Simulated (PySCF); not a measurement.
Isomers of C4H12OSi, from PBE0-D3(BJ)/def2-SVP geometry optimisation, gas phase (PySCF). One conformer each, no zero-point energy, no frequencies.

Question: Which is lowest in electronic energy at this level?
A. `[CH3:1][O:2][CH2:3][C@H:4]([CH3:5])[SiH3:6]` with C1–O2–C3–C4 179°, O2–C3–C4–C5 72°: A = 3901, B = 1787, C = 1429 MHz, dipole 1.84 D
B. `O(C(C)(C)C)[SiH3]`: A = 4335, B = 1775, C = 1773 MHz, dipole 1.31 D
C. SiHMe2(OEt) (`C[SiH](C)OCC`): A = 4782, B = 1506, C = 1246 MHz, dipole 0.79 D

Answer: C. That is SiHMe2(OEt) (`[H][Si](C)(C)OCC`), 15.2 kcal/mol below the next.

```csv
SMILES,mapped SMILES,E (Eh),relative (kcal/mol),relative (kJ/mol),dipole (D)
[H][Si](C)(C)OCC,–,-523.76783,0.0,0.0,0.79
CC(C)(C)O[SiH3],[CH3:1][C:2]([CH3:3])([CH3:4])[O:5][SiH3:6],-523.74360,15.2,63.6,1.31
COC[C@H](C)[SiH3],[CH3:1][O:2][CH2:3][C@H:4]([CH3:5])[SiH3:6],-523.69242,47.3,198.0,1.84
```
